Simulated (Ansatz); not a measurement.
Cost and result up the ladder for the cluster Zn₂Se (3 atoms). The state is a singlet with charge 0. Geometry: PBE0-D4/def2-TZVP.

Cartesian coordinates in Å:
```
Zn -0.027 0.041 -0.108
Zn 0.669 -0.874 2.137
Se -0.643 0.833 -2.029
```

Ansatz on 4 threads of INTEL XEON PLATINUM 8581C on a shared host. Times are rough, and most runs start from the orbitals of an earlier one. No level here is sound enough to serve as a yardstick. Binding counts from free atoms at the same level (Zn singlet, Se triplet; other spins of the atoms weren't run), without zero-point energy or a counterpoise term.

Correlated methods freeze 27 core orbitals; core or outer-core shells of Se are correlated, in sets that lack core-valence functions. Another isomer (triplet) lies 0.38 eV lower at PBE0-D4/def2-TZVP; other spin states weren't run for this one.

Correlated methods converge slowly with the basis.

```
                         level  functions  wall time  binding energy per atom (eV)                                    remarks
         LDA (SPW92)/def2-TZVP        144      0.5 s                          1.04              restricted SCF unstable in HF
PBE-D4/def2-TZVP (with forces)        144     0.95 s                          0.76              restricted SCF unstable in HF
           r2SCAN-D4/def2-TZVP        144      1.5 s                          0.77              restricted SCF unstable in HF
             PBE0-D4/def2-TZVP        144        2 s                          0.69              restricted SCF unstable in HF
              B97M-V/def2-TZVP        144      2.4 s                          0.64              restricted SCF unstable in HF
            CCSD(T)/def2-TZVPP        176       14 s                          0.55  large T1 (0.021), restricted SCF unstable
```
